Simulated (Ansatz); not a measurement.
Species: CH6BO2Si (charge 0, doublet). It need not be the lowest isomer of its formula. 
Coordinates optimised at B3LYP-D3(BJ)/def2-TZVP (Ansatz, a quantum-chemistry and plane-wave program):
```
Si
H 1 1.4904
C 1 1.8813 2 111.88
H 3 1.0906 1 109.95 2 179.72
H 3 1.0909 4 108.53 1 -122.23
H 3 1.0933 4 108.00 5 -116.82
B 1 2.0086 2 113.99 3 136.18
O 7 1.3649 1 117.91 2 -158.73
H 8 0.9666 7 112.62 1 -177.03
O 7 1.3731 8 117.74 9 -0.10
H 10 0.9609 7 114.69 8 179.23
```
Charge 0, spin multiplicity 2.

Parts of the frozen-core correlation energy in cc-pV(D+d)Z (Ansatz, hartree). Frozen orbitals: 9; correlated occupied orbitals by spin: 15 and 14; virtual: 85 and 86. Open shells are spin-unrestricted. Spin-orbit coupling is left out. Non-relativistic.

```csv
term,value
reference (HF),-504.79882
MP2 opposite-spin,-0.51289
MP2 same-spin,?
CCSD correlation,?
(T),?
T1 diagnostic,0.014
largest doubles amplitude,0.023
<S^2> of the reference,0.761
```

**Question.** What belongs in the gaps?

**Answer.** 
- MP2 same-spin, value: -0.17008
- CCSD correlation, value: -0.73099
- (T), value: -0.01938
